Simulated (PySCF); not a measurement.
**Cs⁻ (caesium, charge -1) across methods**

[Xe] 6s2, closed-shell 1S. Computed with PySCF 2.14 in x2c-TZVPPall with one added diffuse shell each of s, p, d type (12s8p7d2f1g, 94 functions), with scalar relativity by spin-free X2C-1e.

```csv
method,E (hartree),mean ε 5s (eV),mean ε 5p (eV),mean ε 6s (eV),Σ⟨r²⟩ (bohr²),⟨S²⟩
LC-wPBE,-7785.64,-29.489,-14.728,-0.585,184.0,0.000
PBE,-7785.68,-23.219,-10.058,0.679,176.2,0.000
M06-2X,-7786.80,-27.961,-12.763,0.093,166.0,0.000
r2SCAN,-7786.12,-24.264,-10.728,0.633,181.1,0.000
PBE0,-7785.77,-25.796,-11.625,0.351,178.0,0.000
UHF,-7783.06190,-32.571,-15.479,-0.163,202.1,0.000
B3LYP,-7786.21,-25.107,-11.092,0.491,175.6,0.000
LDA,-7779.26,-23.266,-10.021,0.656,171.1,0.000
```

Spin-orbit coupling, which splits the p, d and f shells strongly at this Z, is absent.

The highest occupied level is positive at PBE, M06-2X, r2SCAN, PBE0, B3LYP, LDA: only the finite basis holds that electron, which in a density functional comes from self-interaction.
